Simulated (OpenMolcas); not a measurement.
Cu6+: effect of the basis set

| Property | Result |
| --- | --- |
| Program | OpenMolcas 26.06 |
| Method | CASSCF |
| Active space | 5 electrons in 10 orbitals (3d 4d) |
| State averaging | 2S+1 = 6 even, 1 root; 2S+1 = 4 even, 24 roots; 2S+1 = 2 even, 52 roots |
| Spin-orbit coupling | state interaction with AMFI integrals over the reference wave functions, term energies averaged over their components |

A. ANO-RCC-VTZP [6s5p3d2f1g], DKH2, point nucleus; cost of the order of 4 core-minutes
B. ANO-R2 [6s4p4d2f1g], X2C, finite nucleus; cost roughly 2.3 core-minutes
C. ANO-RCC-VQZP [7s6p4d3f2g1h], DKH2, point nucleus; cost about 2.2 core-minutes

Energies in cm⁻¹ above 3d⁵ ⁶S_5/2, the measured ground level; measured values from the list in Gamrath, thesis, University of Mons (2023).

| Level | A | B | C | Measured |
| --- | --- | --- | --- | --- |
| 3d⁵ ⁶S_5/2 | 0.0 | 0.0 | 0.0 | 0.0 |
| 3d⁵ ⁴G_5/2 | 50218 | 50892 | 50866 |  |
| 3d⁵ ⁴G_7/2 | 50354 | 51021 | 50994 |  |
| 3d⁵ ⁴G_11/2 | 50436 | 51093 | 51066 |  |
| 3d⁵ ⁴G_9/2 | 50448 | 51108 | 51080 |  |
| 3d⁵ ⁴P_5/2 | 57371 | 58190 | 58163 | 50732 |
| 3d⁵ ⁴P_3/2 | 57632 | 58446 | 58417 | 51067 |
| 3d⁵ ⁴P_1/2 | 58023 | 58826 | 58794 | 51407 |
| 3d⁵ ⁴D_7/2 | 62494 | 63301 | 63264 | 55742 |
| 3d⁵ ⁴D_1/2 | 62790 | 63591 | 63552 | 56210 |
| 3d⁵ ⁴D_3/2 | 63100 | 63892 | 63850 | 56428 |
| 3d⁵ ⁴D_5/2 | 63187 | 63976 | 63933 | 56427 |
| 3d⁵ ²I_11/2 | 71799 | 72669 | 72636 | 67757 |
| 3d⁵ ²I_13/2 | 72101 | 72954 | 72919 | 67918 |
| 3d⁵ ²D_5/2 [59 %] | 79754 | 80773 | 80742 |  |
| 3d⁵ ²D_3/2 | 81236 | 82258 | 82218 | 72227 |
| 3d⁵ ²F_7/2(1) | 83190 | 84219 | 84176 | 74408 |
| 3d⁵ ⁴F_9/2 | 83787 | 84933 | 84878 | 75930 |
| 3d⁵ ⁴F_5/2 | 83916 | 85053 | 84996 | 76019 |
| 3d⁵ ⁴F_7/2 | 84079 | 85199 | 85141 | 76349 |
| 3d⁵ ⁴F_3/2 | 84739 | 85841 | 85780 | 76886 |
| 3d⁵ ²F_5/2(1) [50 %] | 86042 | 86992 | 86932 |  |

Deviations, from unrounded energies. A percentage is the sum of absolute deviations over the sum of measured energies, with the sign that they share, or ± where signs differ.

```tsv
Against measurement	Levels	A	B	C
mean absolute deviation (cm-1)	15	6900	7900	7800
other terms of the ground configuration (%)	15	+10.8	+12.2	+12.1
```

A lies closest to measurement on these levels and B furthest from it. The largest miss of A in the table is 3d⁵ ²D_3/2, by +9000 cm-1. The ranking rests on the paired levels alone, and a cruder setting can come out closer through cancelling errors.

Among A to C the level of the table that moves most is 3d⁵ ⁴F_9/2, by 1100 cm-1 (lowest in A, highest in B).

Without dynamic correlation excited terms often stand tens of per cent too high (terms of higher spin than the ground term too low), and those without a measured partner can miss by more than the paired ones. Some levels mix across a computed gap that differs much from the measured one, so their mixing is not that of the real levels. Active for correlation alone: 4d; no level in the range computed is led by a configuration that fills it, so any true level of that kind is missing. Measured partners are found by configuration, term and J. A level has none where our copy of the source lacks it or the pairing is in doubt (some pairs that miss far off the trend of their configuration count as doubtful), and it then counts in no deviation. Levels of configurations outside the active space are missing. Levels that lie high or do not pair safely by name in every column are left out.

A share in square brackets marks a mixed level and gives the weight of the term that names it, the lowest over the columns. A number in round brackets counts repeated terms of one configuration in the order of the reference energies.
